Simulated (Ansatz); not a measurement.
```yaml
crystal:
  periodic: [false, false, false]
  atoms:
    - {symbol: Cu, position_ang: [0.950736, 0.227603, 0.249254]}
    - {symbol: Cu, position_ang: [-1.081915, -0.213219, -0.098473]}
    - {symbol: Cu, position_ang: [0.340919, -1.966069, 0.121737]}
    - {symbol: Cu, position_ang: [-0.548885, 2.275825, -0.252618]}
basis:
  gaussian: {orbitals: def2-mTZVPP}
total_charge: -1
magnetization: {spin_polarized: true, initial_magnetization: 1}
hamiltonian: {xc: {name: BLYP}, dispersion: d3bjatm}
scf: {omitted_lower_state_checks: [starts]}
relax: {f_tol: 0.0001, max_steps: 2}
```

```sh
$ ansatz run in.yaml --threads 4 --pin off --events-out ev --progress --plain --max-ram 4787MiB
```

Output, abridged:

```
Functional definition: BLYP
1516 factors; their error is unknown
mean field evaluation 1: about -178570.2356 eV, gradient 6.4e1 eV
mean field evaluation 2: about -178525.2251 eV, gradient 1.8e2 eV
mean field evaluation 4: about -178574.4152 eV, gradient 2.9e1 eV
mean field evaluation 8: about -178576.4706 eV, gradient 5.0e-1 eV
mean field evaluation 16: about -178576.3575 eV, gradient 2.2e-3 eV
mean field -178576.35745951 eV, -6562.5600932345 hartree, gradient 4.0e-5 eV, S^2 0.752237; 0 other end points of the search recorded, 0 dependent functions left out
reference -178576.35772695 eV, -6562.5601030629 hartree; 59, 58 occupied and 73, 74 virtual orbitals, 1516 factors
relax step   1: F+E_penalty+E_count = -178576.74652888 eV  Δ(F+E_penalty+E_count) = +0.000e0 eV  max|allowed force component| = 3.173e0 eV/Å  Δτ_max = 0.0000 Å  (40 SCF iters, accepted)
1516 factors; their error is unknown
mean field evaluation 32: about -178576.7572 eV, gradient 2.8e-3 eV
mean field -178576.75718028 eV, -6562.5747827017 hartree, gradient 2.6e-5 eV, S^2 0.752254; 0 other end points of the search recorded, 0 dependent functions left out
reference -178576.75744555 eV, -6562.5747924505 hartree; 59, 58 occupied and 73, 74 virtual orbitals, 1516 factors
relax step   2: F+E_penalty+E_count = -178577.15003586 eV  Δ(F+E_penalty+E_count) = -4.035e-1 eV  max|allowed force component| = 1.388e0 eV/Å  Δτ_max = 0.0980 Å  (41 SCF iters, accepted)
Error: geometry relaxation did not converge after 2 steps: max|allowed force component| = 1.39e0 eV/Å (threshold 1.0e-4). Raise `relax.max_steps` over both its present limit and 2, loosen `relax.f_tol`, or start from a geometry closer to equilibrium. Where this run's directory can be resumed (`checkpoint.write`), a resume goes on for up to `relax.max_steps` more
```

In this input the relaxation is allowed too few steps for its threshold. The SCF steps converged, but the relaxation ran out of steps.
